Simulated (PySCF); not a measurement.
CH12Si4

CH12Si4 is a small molecule, neutral, singlet. The structure, one conformer, was relaxed in the gas phase by PBE0-D3(BJ)/def2-SVP. No frequency run checks that it is a minimum.

SMILES: [SiH3]C[SiH]([SiH3])[SiH3]

```tsv
atom	x (Å)	y (Å)	z (Å)
Si1	-0.410	-0.059	-0.622
Si2	-1.549	1.228	0.981
Si3	-1.603	-2.058	-0.915
C4	1.369	-0.422	-0.081
Si5	2.399	1.106	0.300
H6	-0.403	0.693	-1.920
H7	-1.080	2.648	1.007
H8	-1.335	0.629	2.336
H9	-3.015	1.215	0.684
H10	-2.986	-1.779	-1.414
H11	-1.707	-2.774	0.395
H12	-0.913	-2.962	-1.889
H13	1.864	-1.005	-0.877
H14	1.335	-1.065	0.816
H15	3.798	0.736	0.679
H16	2.447	2.007	-0.892
H17	1.783	1.860	1.436
```

Shieldings: GIAO PBE0/pcSseg-1. Shifts are against computed references at the same level: C TMS (σ 184.4 ppm), H TMS (σ 31.27 ppm), Si TMS (σ 352.0 ppm). Core levels by delta-SCF with SCAN, pcX-2 on the ionised atom and pcseg-1 elsewhere, spin-free X2C (2p3/2 is the spin-free 2p value less a third of a first-order spin-orbit splitting); from the vacuum level, for chosen atoms.

Q: Give the NMR and core-level values of the distinct atoms.

A: 
| atoms | bonded to | σ (ppm) | δ (ppm) | core level (eV) |
| --- | --- | --- | --- | --- |
| Si1 | 1 C + 2 Si + 1 H | 427.8 | -75.8 | 2p3/2 106.06 |
| Si2 | 1 Si + 3 H | 457.3 | -105.3 | 2p3/2 106.35 |
| Si3 | 1 Si + 3 H | 452.7 | -100.7 | 2p3/2 106.31 |
| C4 | 2 Si + 2 H | 199.7 | -15.3 | 1s 289.92 |
| Si5 | 1 C + 3 H | 417.6 | -65.6 | 2p3/2 106.62 |
| H6 | 1 Si | 27.29 | 3.98 | - |
| H7 H8 H9 | 1 Si | 27.67 | 3.60 | - |
| H10 H11 H12 | 1 Si | 27.68 | 3.59 | - |
| H13 | 1 C | 31.23 | 0.04 | - |
| H14 | 1 C | 31.63 | -0.37 | - |
| H15 H16 H17 | 1 Si | 27.25 | 4.02 | - |

Values are those of this one static structure, with the three H of a rotating XH3 group averaged; atoms that internal rotation interchanges would show their mean in an NMR spectrum.

Q: Which of Si1, Si2, Si3, Si5 holds its core electrons tightest, and by how much against the loosest?

A: Si5 (bonded to 1 C + 3 H), by 0.56 eV over Si1 (bonded to 1 C + 2 Si + 1 H).

Q: By CAM-B3LYP/def2-SVPD (TDDFT singlets, Tamm-Dancoff triplets, ionisation by delta-SCF), where does absorption start, and what does vertical ionisation take?

A: The lowest singlet lies at 6.49 eV (f 0.025), the strongest of the first 6 at 7.45 eV (f 0.126), the lowest triplet at 5.77 eV; vertical ionisation takes 9.49 eV.
